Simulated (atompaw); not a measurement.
# How hard is this O (Z = 8) PAW (atompaw) potential?

```
Element                 : O
Generator               : atompaw 4.2.0.5
Type                    : PAW
Functional              : LDA (PW92)
Relativity              : scalar-relativistic
Frozen core             : [He]
Valence charge          : 6
Reference configuration : 2s2 2p4
Partial waves           : 2s (bound): rc 0.85 bohr; 2s channel at -0.65 Ry: rc 0.85 bohr; 2p (bound): rc 1.95 bohr; 2p channel at 4.65 Ry: rc 1.95 bohr
Local potential         : troulliermartins scheme with l = 2 at 0 Ry, radius 1.80 bohr
Core correction         : smooth core density matched at 1.75 bohr
Augmentation charge     : sinc compensation charge, radius 1.60 bohr; PAW radius 1.95 bohr; waves and projectors: custom polynom2 7 10 vanderbiltortho
```

The pseudo-atom Hamiltonian at the reference potential is diagonalised in spherical Bessel functions j_l(qr) that vanish at 20 bohr, with q² up to the cutoff. All-electron valence levels (Ry): 2s -1.7459, 2p -0.6760.

How do the lowest levels (Ry) of each channel move with the cutoff, and are there ghosts?

```
cutoff (Ry)     s #1     s #2     p #1    p #2    d #1    f #1    f #2  Σ f·Δε (mRy)
          8  -1.6586  -0.0044  -0.2856  0.0433  0.0794  0.1205  0.2633        1733.6
         18  -1.7387  -0.0067  -0.6747  0.0410  0.0794  0.1205  0.2633          17.2
         35  -1.7402  -0.0067  -0.6760  0.0410  0.0794  0.1205  0.2633           8.9
         55  -1.7402  -0.0067  -0.6760  0.0410  0.0794  0.1205  0.2633           8.9
         90  -1.7402  -0.0067  -0.6760  0.0410  0.0794  0.1205  0.2633           8.9
        140  -1.7403  -0.0067  -0.6760  0.0410  0.0794  0.1205  0.2633           8.8
        230  -1.7404  -0.0067  -0.6760  0.0410  0.0794  0.1205  0.2633           8.5
        400  -1.7446  -0.0068  -0.6760  0.0410  0.0794  0.1205  0.2633           0.0
```

Result: no extra level below or beside the all-electron valence levels (s, p, d, f tested); 10 mRy is reached at 25 Ry and 1 mRy at over 300 Ry.
